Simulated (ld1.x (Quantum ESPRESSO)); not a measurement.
**A failed generation for Sb**

Input:

```
&input
   title='Sb', zed=51., rel=1, dft='PBESOL', iswitch=3,
   config='[Kr] 4d10 5s2 5p3',
   nld=3, rlderiv=2.40, eminld=-4.0, emaxld=5.0, deld=0.02
 /
 &inputp
   pseudotype=3, tm=.true., lloc=-1, rcloc=1.58,
   nlcc=.false.,
   file_pseudopw='Sb.UPF', file_wfcaegen='ae.wfc', file_wfcncgen='nc.wfc', file_beta='beta', file_chi='chi', file_wfcusgen='us.wfc'
 /
6
5S  1  0   2.00   0.00  1.18  1.68  0.0
5S  1  0   0.00  -0.35  1.18  1.68  0.0
5P  2  1   3.00   0.00  1.98  2.20  0.0
5P  2  1   0.00   0.10  1.98  2.20  0.0
4D  3  2  10.00   0.00  0.84  0.88  0.0
4D  3  2   0.00  -1.65  0.84  0.88  0.0
 &test
   configts(1)='4d10 5s2 5p3'
 /
```

```bash
ld1.x < Sb.in > Sb.out
```

End of the output:

```
       Zero norm: self consistency problem; state:  1 (l=  2, j=0.0)
       Zero norm: self consistency problem; state:  2 (l=  0, j=0.0)
       Zero norm: self consistency problem; state:  3 (l=  1, j=0.0)
       Zero norm: self consistency problem; state:  1 (l=  2, j=0.0)
       Zero norm: self consistency problem; state:  2 (l=  0, j=0.0)
       Zero norm: self consistency problem; state:  3 (l=  1, j=0.0)
       Zero norm: self consistency problem; state:  1 (l=  2, j=0.0)
       Zero norm: self consistency problem; state:  2 (l=  0, j=0.0)
       Zero norm: self consistency problem; state:  3 (l=  1, j=0.0)

 %%%%%%%%%%%%%%%%%%%%%%%%%%%%%%%%%%%%%%%%%%%%%%%%%%%%%%%%%%%%%%%%%%%%%%%%%%%%%%
     Error in routine run_pseudo (1):
     Errors in PS-KS equation
 %%%%%%%%%%%%%%%%%%%%%%%%%%%%%%%%%%%%%%%%%%%%%%%%%%%%%%%%%%%%%%%%%%%%%%%%%%%%%%

     stopping ...
```

Task: Why did it fail, and what change makes it run?

Result: The run stopped because the pseudo-atom solver did not find the valence states with the expected number of nodes, which is the usual sign of a ghost state. A run that differs only in the following succeeds: all radii scaled by about 1.13 (s 1.90, p 2.50, d 1.00 bohr, rcut 1.35/2.25/0.95); local potential all-electron potential smoothed inside 1.80 bohr (lloc = -1). Other answers can fit too; this one was computed.
